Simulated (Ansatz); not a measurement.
Gas-phase electronic energies from Ansatz, PBE0-D4/def2-TZVP geometries. CCSD(T)/CBS is the MP2 limit (def2-TZVPP, def2-QZVPP) plus CCSD(T) − MP2 in def2-TZVPP, frozen cores. This one scheme is used for every species. Functionals use def2-TZVPP. HSE06 is defined as in plane-wave codes. Open shells (•) are unrestricted, without spin–orbit coupling. One conformer a species, not always the lowest.

Reaction (homolysis of the B–Si bond): `C[SiH](O)BO` → `[BH]O`• + `C[SiH]O`•

`C[SiH](O)BO`:

Z-matrix (Å, degrees):
```
C
Si 1 1.862
H 1 1.093 2 110.1
H 1 1.092 2 110.9 3 -120.0
H 1 1.092 2 110.9 3 119.6
O 2 1.663 1 106.1 3 179.8
B 2 2.032 1 113.7 3 -57.7
H 2 1.501 1 108.9 3 61.8
H 6 0.958 2 117.0 1 175.2
O 7 1.354 2 118.6 1 31.2
H 7 1.210 2 123.0 1 -149.9
H 10 0.962 7 113.9 2 178.6
```

`[BH]O`•:

Cartesian coordinates in Å:
```
B -0.160 -0.026 -0.592
O 0.124 0.085 0.706
H 0.496 -0.731 -1.309
H -0.459 0.673 1.195
```

`C[SiH]O`•:

Z-matrix (Å, degrees):
```
C
Si 1 1.864
H 1 1.092 2 110.4
H 1 1.092 2 111.0 3 120.2
H 1 1.094 2 110.1 3 -119.8
O 2 1.657 1 106.3 3 177.5
H 2 1.502 1 111.0 3 57.7
H 6 0.958 2 117.0 1 -175.0
```

```tsv
level	ΔE (kcal/mol)
LDA (SPW92)	91.9
HSE06-D4	82.7
B2PLYP	82.2
PBE-QIDH	84.1
CCSD/def2-SVP	82.4
SCS-MP2/def2-QZVPP	86.9
HF/CBS(def2)	62.4
CCSD/CBS(def2)	85.6
```

Task: What does CCSD(T)/CBS give? (Best estimate.)

Result: Ansatz gave: +87.0 kcal/mol. The listed levels differ from it by 4.9, -4.3, -4.8, -2.9, -4.6, -0.1, -24.6, -1.4 kcal/mol.

Largest T1 diagnostic among the species: 0.016.

The D4 term adds +2.6 kcal/mol with B3LYP and +1.5 kcal/mol with PBE0; it sums over pairs of atoms, weighted by their polarisabilities, and B3LYP, whose exchange is more repulsive, gets the larger term. Leaving LDA and LC-ωPBE aside and taking each functional with its dispersion term where it has one, the values, not all of them listed here, spread over 8.8 kcal/mol, from r2SCAN-D4 to ωB97M-V. LDA lies +11.6 kcal/mol from PBE without D4, its usual overbinding. In def2-TZVPP, CCSD(T) changes the Hartree–Fock value by +22.3 kcal/mol (the triples alone add +1.3 kcal/mol) and MP2 by +22.0 kcal/mol; breaking electron pairs costs correlation energy, which Hartree–Fock lacks.

B3LYP here is the variant with VWN-RPA as its local correlation; programs differ in this.
